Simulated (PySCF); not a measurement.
# How methods differ on the ionisation energy of Bi

Bi [Xe] 4f14 5d10 6s2 6p3 (4S) → Bi⁺ [Xe] 4f14 5d10 6s2 6p2 (3P), as a difference of total energies. Calculation: PySCF 2.14, in aug-cc-pVQZ-DK3; scalar relativity by spin-free X2C-1e. The calculations carry no spin-orbit coupling.

| method | ionisation energy (eV) | difference from reference (eV) |
| --- | --- | --- |
| UHF | 8.217 | +0.931 |
| M06-2X | 8.668 | +1.382 |
| TPSS | 8.544 | +1.258 |

Reference: 7.286 eV (measured; NIST Atomic Spectra Database, ionization energies).

Spin-orbit coupling is strong in these open shells (close to jj coupling). The scalar numbers leave it out and a first-order estimate fails, so it can dominate the gap to the real levels.
